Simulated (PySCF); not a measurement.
H₃SbTe₃, SMILES [TeH][Sb]([TeH])[TeH].

Geometry optimised at PBE-D3(BJ)/def2-SVP. The structure was generated by enumeration; whether it is a known compound was not checked. The def2 effective core potentials stand for the cores of Sb, Te; spin–orbit coupling is left out.

Calculation: TDDFT-LC-ωPBE/def2-SVPD run with PySCF.

Vertical excitations. Isolated molecule, no solvent.

```json
[
 {"state": "S1", "energy (eV)": "3.19", "λ (nm)": "389", "f": "0.008", "main pairs": "HOMO→LUMO 62 %, HOMO→LUMO+2 14 %"},
 {"state": "S2", "energy (eV)": "3.37", "λ (nm)": "368", "f": "0.013", "main pairs": "HOMO−1→LUMO 52 %, HOMO−1→LUMO+2 24 %"},
 {"state": "S3", "energy (eV)": "3.45", "λ (nm)": "360", "f": "0.004", "main pairs": "HOMO−2→LUMO+1 44 %, HOMO→LUMO+1 25 %, HOMO−1→LUMO+1 12 %, HOMO−2→LUMO 7 %"},
 {"state": "S4", "energy (eV)": "4.16", "λ (nm)": "298", "f": "0.039", "main pairs": "HOMO−1→LUMO 17 %, HOMO−2→LUMO+1 17 %, HOMO−1→LUMO+2 14 %, HOMO→LUMO+2 13 %"},
 {"state": "S5", "energy (eV)": "4.24", "λ (nm)": "292", "f": "0.010", "main pairs": "HOMO→LUMO+1 56 %, HOMO−2→LUMO+1 11 %"},
 {"state": "S6", "energy (eV)": "4.43", "λ (nm)": "280", "f": "0.016", "main pairs": "HOMO−1→LUMO+1 61 %"},
 {"state": "S7", "energy (eV)": "4.50", "λ (nm)": "276", "f": "0.013", "main pairs": "HOMO−2→LUMO 48 %, HOMO→LUMO+2 31 %"},
 {"state": "S8", "energy (eV)": "4.72", "λ (nm)": "263", "f": "0.107", "main pairs": "HOMO→LUMO+3 17 %, HOMO−1→LUMO+2 16 %, HOMO→LUMO+2 14 %, HOMO−2→LUMO 12 %"},
 {"state": "S9", "energy (eV)": "4.86", "λ (nm)": "255", "f": "0.006", "main pairs": "HOMO−1→LUMO+4 30 %, HOMO−1→LUMO+3 17 %, HOMO−1→LUMO+7 13 %, HOMO−1→LUMO+8 7 %"},
 {"state": "S10", "energy (eV)": "4.91", "λ (nm)": "252", "f": "0.142", "main pairs": "HOMO→LUMO+3 19 %, HOMO−1→LUMO+2 12 %, HOMO→LUMO+5 8 %, HOMO→LUMO+2 8 %"},
 {"state": "T1", "energy (eV)": "2.68", "λ (nm)": "463", "f": "0", "main pairs": "HOMO→LUMO 73 %"},
 {"state": "T2", "energy (eV)": "2.85", "λ (nm)": "434", "f": "0", "main pairs": "HOMO−1→LUMO 63 %, HOMO−1→LUMO+2 15 %"},
 {"state": "T3", "energy (eV)": "2.98", "λ (nm)": "416", "f": "0", "main pairs": "HOMO−2→LUMO+1 39 %, HOMO→LUMO+1 31 %, HOMO−1→LUMO+1 12 %, HOMO−2→LUMO 6 %"},
 {"state": "T4", "energy (eV)": "3.35", "λ (nm)": "370", "f": "0", "main pairs": "HOMO→LUMO+2 49 %"}
]
```
Triplets are in the Tamm–Dancoff approximation, which puts them higher than full response would, so one can lie above its singlet here.
